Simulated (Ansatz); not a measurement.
In7As7H20, a nanocrystal cut from wurtzite InAs (hydrogen-capped), relaxed as a singlet with RKS PBE-D4/def2-SVP in Ansatz, starting from a model built from a lattice or polyhedron. Force threshold 0.03 eV/Å.

In the def2 sets In takes a core potential; there is no spin–orbit coupling. Single mean-field runs in def2-SVP are fitted with def2-universal-jkfit.

Start:

```xyz
34

In   -1.503   -3.751   -1.758
As    1.050   -3.578   -2.351
As   -2.211   -1.668   -0.333
In   -0.786   -1.576    1.852
In    2.018   -1.375   -1.356
As    1.746   -1.392    1.238
As   -1.502    0.503    3.281
In    2.754    0.834    2.261
In   -1.805    0.465   -1.721
As    0.739    0.693   -2.349
As   -2.537    2.602   -0.360
In   -1.094    2.719    1.851
In    1.722    2.882   -1.355
As    1.437    2.862    1.253
H    -1.779   -5.224   -0.837
H    -2.460   -3.825   -3.217
H     1.788   -4.758   -1.801
H     1.191   -3.561   -3.866
H    -3.683   -1.785   -0.010
H    -1.069   -3.044    2.778
H     3.696   -1.242   -1.767
H     2.496   -2.595    1.835
H    -3.003    0.416    3.637
H    -0.683    0.583    4.555
H     2.565    0.803    3.997
H     4.399    0.940    1.836
H    -2.745    0.443   -3.206
H     0.871    0.689   -3.877
H    -4.009    2.510    0.025
H    -2.279    3.872   -1.135
H    -1.573    4.091    2.804
H     3.375    3.039   -1.736
H     0.844    4.272   -1.998
H     2.029    4.155    1.832
```

(1) Estimate the energy that the relaxation releases and the steps that it takes.

(2) Does the start keep its bonding and symmetry?

(3) Predict the relaxed structure.

## Answers

(1) 1.92 eV, in 12 steps; 52 s on 2 threads of AMD EPYC 7R13 on a shared host and a share (18 GiB) of an NVIDIA H100 80GB HBM3. The force fell under the threshold at step 7, but the optimiser went on and released 0.006 eV more. No frequencies were taken in this run, so the end may be a saddle point.

(2) By distances, no bond broke or formed. The bond that changes most is As10–In13, from 2.60 to 2.73 Å (atoms count from 1). Point group Cs at the start, Cs at the end, both within 0.05 Å.

(3) 
```
atom   x (Å)   y (Å)   z (Å)
 In1  -1.851  -4.035  -1.811
 As2   0.819  -3.483  -2.247
 As3  -2.103  -1.724  -0.406
 In4  -0.706  -1.821   1.860
 In5   2.276  -1.346  -1.418
 As6   1.804  -1.258   1.200
 As7  -1.397   0.547   3.028
 In8   2.869   0.839   2.594
 In9  -1.786   0.401  -1.979
As10   0.835   0.735  -2.243
As11  -2.321   2.444  -0.250
In12  -0.875   3.008   1.988
In13   1.699   3.229  -1.531
As14   1.602   2.765   1.148
 H15  -1.873  -5.370  -0.703
 H16  -2.620  -3.840  -3.355
 H17   1.642  -4.706  -1.840
 H18   1.106  -3.600  -3.744
 H19  -3.563  -1.651   0.047
 H20  -1.043  -3.159   2.919
 H21   3.933  -1.435  -1.936
 H22   2.534  -2.496   1.727
 H23  -2.898   0.489   3.317
 H24  -0.942   0.534   4.485
 H25   2.073   0.797   4.148
 H26   4.568   0.905   2.240
 H27  -2.814   0.485  -3.379
 H28   0.988   0.681  -3.766
 H29  -3.782   2.301   0.181
 H30  -2.503   3.735  -1.044
 H31  -1.552   4.302   2.928
 H32   3.361   3.377  -2.012
 H33   0.357   4.287  -1.888
 H34   2.162   4.061   1.742
```
Bond lengths (bridged metal pairs left out): 18 × As–In 2.63 to 2.76 Å; 10 × As–H 1.53 Å; 10 × H–In 1.74 to 1.75 Å.
